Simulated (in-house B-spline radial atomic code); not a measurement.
The outermost shell (largest non-relativistic mean radius) with and without relativity; Dirac values are averaged over j. Computed with a radial B-spline atomic code at the basis-set limit: non-relativistic Hartree-Fock and Dirac-Hartree-Fock, averages of the configuration (point nuclei without relativity, finite nuclei with it).

| ion | configuration | outermost shell | radius non-relativistic (bohr) | radius Dirac (bohr) | radius change (%) | level non-relativistic (eV) | level Dirac (eV) | spin-orbit splitting (eV) |
| --- | --- | --- | --- | --- | --- | --- | --- | --- |
| P | [Ne] 3s2 3p3 | 3p | 2.3688 | 2.369 | 0.0077672 | -9.539 | -9.5262 | 0.056399 |
| S | [Ne] 3s2 3p4 | 3p | 2.0693 | 2.069 | -0.011813 | -11.601 | -11.586 | 0.092271 |
| Cl | [Ne] 3s2 3p5 | ? | ? | ? | ? | ? | ? | ? |
| Ar | [Ne] 3s2 3p6 | 3p | 1.663 | 1.6621 | -0.049254 | -16.082 | -16.064 | 0.20594 |
| K | [Ar] 4s1 | ? | ? | ? | ? | ? | ? | ? |
| Ca | [Ar] 4s2 | ? | ? | ? | ? | ? | ? | ? |
| Sc | [Ar] 3d1 4s2 | 4s | 3.9597 | 3.938 | -0.54799 | -5.717 | -5.7531 | - |
| Ti | [Ar] 3d2 4s2 | 4s | 3.7662 | 3.741 | -0.6681 | -6.038 | -6.0857 | - |
| V | [Ar] 3d3 4s2 | 4s | 3.6068 | 3.5785 | -0.78238 | -6.325 | -6.3832 | - |
| Cr | [Ar] 3d5 4s1 | 4s | 3.8431 | 3.7938 | -1.2821 | -5.647 | -5.7391 | - |

(1) Fill in the row of Cl.

(2) Fill in the row of K.

(3) Fill in the row of Ca.

(4) Which member changes most?

## Answers

(1) outermost shell: 3p; radius non-relativistic (bohr): 1.842; radius Dirac (bohr): 1.8415; radius change (%): -0.030546; level non-relativistic (eV): -13.780; level Dirac (eV): -13.763; spin-orbit splitting (eV): 0.14123.

(2) outermost shell: 4s; radius non-relativistic (bohr): 5.2437; radius Dirac (bohr): 5.224; radius change (%): -0.3759; level non-relativistic (eV): -4.013; level Dirac (eV): -4.0281.

(3) outermost shell: 4s; radius non-relativistic (bohr): 4.2185; radius Dirac (bohr): 4.2021; radius change (%): -0.38902; level non-relativistic (eV): -5.321; level Dirac (eV): -5.3419.

(4) Chromium (Cr): its 4s shell contracts by 1.3 %.
